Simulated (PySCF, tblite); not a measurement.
Compound: C₅H₉ClO.
Numbering: `[Cl:1][CH2:2][C@H:3]1[CH2:4][CH2:5][O:6][CH2:7]1` (hydrogens: H8, H9 on C2; H10 on C3; H11, H12 on C4; H13, H14 on C5; H15, H16 on C7)

Geometry (GFN2-xTB, Å), atoms numbered from 1 in this order:
```
atom  x, y, z in Å
Cl1    2.608   -1.511    0.428
C2     1.731    0.035    0.280
C3     0.488   -0.123   -0.586
C4    -0.557   -1.041    0.073
C5    -1.610   -0.062    0.633
O6    -1.077    1.239    0.494
C7    -0.268    1.216   -0.654
H8     2.429    0.748   -0.159
H9     1.460    0.351    1.287
H10    0.777   -0.472   -1.578
H11   -0.107   -1.641    0.861
H12   -1.003   -1.716   -0.655
H13   -2.548   -0.142    0.064
H14   -1.826   -0.216    1.691
H15   -0.887    1.251   -1.563
H16    0.381    2.092   -0.627
```

Level of theory: PBE0/pcSseg-1 in PySCF (dipole) on a GFN2-xTB geometry, gas phase.

Take the most abundant isotopes and a rigid rotor. The values belong to one conformer with, in the numbering `[Cl:1][CH2:2][C@H:3]1[CH2:4][CH2:5][O:6][CH2:7]1`, Cl1–C2–C3–C4 66°, C2–C3–C4–C5 103°, C3–C4–C5–O6 -9°, C4–C5–O6–C7 32°, C5–O6–C7–C3 -41°.

(1) What are A, B and C (GHz)?

(2) What kind of rotor is it?

(3) What does the inertial defect say?

(4) Which lines would a microwave search look for?

(5) Estimate the classical rotational partition function at 25 K, 298.15 K and 500 K.

Answers

(1) Ia = 100.37, Ib = 411.07, Ic = 455.33 u·Å²; 505379 MHz·u·Å²/I gives 5035, 1229 and 1110 MHz, that is A = 5.0349, B = 1.2294, C = 1.1099 GHz.

(2) A near-prolate asymmetric top. Ray's parameter κ = (2B − A − C)/(A − C) = -0.939; −1 is the prolate and +1 the oblate limit.

(3) Not planar: Δ = Ic − Ia − Ib = -56.11 u·Å². For a rigid frame Δ = −2 Σ m c², so Σ m c² = 28.05 u·Å² lies off the ab plane: 10.10 from hydrogen and 17.95 from heavier atoms. The atom farthest from that plane is 1.69 Å away.

(4) The dipole components are |μa| = 0.97 D, |μb| = 0.24 D, |μc| = 1.02 D. Intensities carry the squares of the components, which stand as 0.90 : 0.06 : 1.00 (a : b : c). Some lines, for components of 0.1 D or more:

```json
{"type": "a", "branch": "Q", "J(Ka,Kc)": "2(1,1) ← 2(1,2)", "MHz": "359", "lower level (cm⁻¹)": "0.357"}
{"type": "a", "branch": "R", "J(Ka,Kc)": "1(0,1) ← 0(0,0)", "MHz": "2339", "lower level (cm⁻¹)": "0.000"}
{"type": "c", "branch": "Q", "J(Ka,Kc)": "2(1,2) ← 2(0,2)", "MHz": "3689", "lower level (cm⁻¹)": "0.234"}
{"type": "c", "branch": "Q", "J(Ka,Kc)": "1(1,1) ← 1(0,1)", "MHz": "3806", "lower level (cm⁻¹)": "0.078"}
{"type": "a", "branch": "R", "J(Ka,Kc)": "2(0,2) ← 1(0,1)", "MHz": "4676", "lower level (cm⁻¹)": "0.078"}
{"type": "a", "branch": "R", "J(Ka,Kc)": "3(1,3) ← 2(1,2)", "MHz": "6837", "lower level (cm⁻¹)": "0.357"}
{"type": "a", "branch": "R", "J(Ka,Kc)": "3(1,2) ← 2(1,1)", "MHz": "7196", "lower level (cm⁻¹)": "0.369"}
{"type": "b", "branch": "R", "J(Ka,Kc)": "2(1,2) ← 1(0,1)", "MHz": "8365", "lower level (cm⁻¹)": "0.078"}
{"type": "c", "branch": "R", "J(Ka,Kc)": "2(1,1) ← 1(0,1)", "MHz": "8723", "lower level (cm⁻¹)": "0.078"}
{"type": "a", "branch": "R", "J(Ka,Kc)": "4(1,4) ← 3(1,3)", "MHz": "9113", "lower level (cm⁻¹)": "0.585"}
{"type": "a", "branch": "R", "J(Ka,Kc)": "4(3,2) ← 3(3,1)", "MHz": "9363", "lower level (cm⁻¹)": "1.629"}
{"type": "a", "branch": "R", "J(Ka,Kc)": "4(2,2) ← 3(2,1)", "MHz": "9383", "lower level (cm⁻¹)": "0.984"}
{"type": "c", "branch": "Q", "J(Ka,Kc)": "4(2,3) ← 4(1,3)", "MHz": "11003", "lower level (cm⁻¹)": "0.929"}
{"type": "b", "branch": "Q", "J(Ka,Kc)": "4(2,3) ← 4(1,4)", "MHz": "12198", "lower level (cm⁻¹)": "0.889"}
{"type": "b", "branch": "R", "J(Ka,Kc)": "2(2,1) ← 1(1,0)", "MHz": "16215", "lower level (cm⁻¹)": "0.209"}
{"type": "c", "branch": "R", "J(Ka,Kc)": "2(2,1) ← 1(1,1)", "MHz": "16334", "lower level (cm⁻¹)": "0.205"}
{"type": "c", "branch": "Q", "J(Ka,Kc)": "4(3,2) ← 4(2,2)", "MHz": "19294", "lower level (cm⁻¹)": "1.297"}
{"type": "b", "branch": "Q", "J(Ka,Kc)": "3(3,1) ← 3(2,2)", "MHz": "19328", "lower level (cm⁻¹)": "0.984"}
{"type": "c", "branch": "R", "J(Ka,Kc)": "4(2,3) ← 3(1,3)", "MHz": "21311", "lower level (cm⁻¹)": "0.585"}
{"type": "b", "branch": "R", "J(Ka,Kc)": "4(2,2) ← 3(1,3)", "MHz": "21353", "lower level (cm⁻¹)": "0.585"}
{"type": "c", "branch": "R", "J(Ka,Kc)": "3(3,0) ← 2(2,0)", "MHz": "26343", "lower level (cm⁻¹)": "0.750"}
{"type": "c", "branch": "R", "J(Ka,Kc)": "3(3,1) ← 2(2,1)", "MHz": "26346", "lower level (cm⁻¹)": "0.750"}
{"type": "b", "branch": "R", "J(Ka,Kc)": "3(3,0) ← 2(2,1)", "MHz": "26346", "lower level (cm⁻¹)": "0.750"}
{"type": "b", "branch": "R", "J(Ka,Kc)": "4(3,2) ← 3(2,1)", "MHz": "28677", "lower level (cm⁻¹)": "0.984"}
{"type": "b", "branch": "R", "J(Ka,Kc)": "4(4,1) ← 3(3,0)", "MHz": "36415", "lower level (cm⁻¹)": "1.629"}
{"type": "c", "branch": "R", "J(Ka,Kc)": "4(4,0) ← 3(3,0)", "MHz": "36415", "lower level (cm⁻¹)": "1.629"}
```

(5) Point group C1, symmetry number σ = 1; q = (√π/σ)·√((kT/h)³/(ABC)), k/h = 20836.6 MHz/K: 8040 at 25 K, 331000 at 298.15 K, 719000 at 500 K.

Its GFN2-xTB frequencies are all real (lowest 39 cm⁻¹). Constants of a rigid frame at the computed geometry: no zero-point averaging, no centrifugal distortion. Quadrupole hyperfine structure (35Cl) is left out.
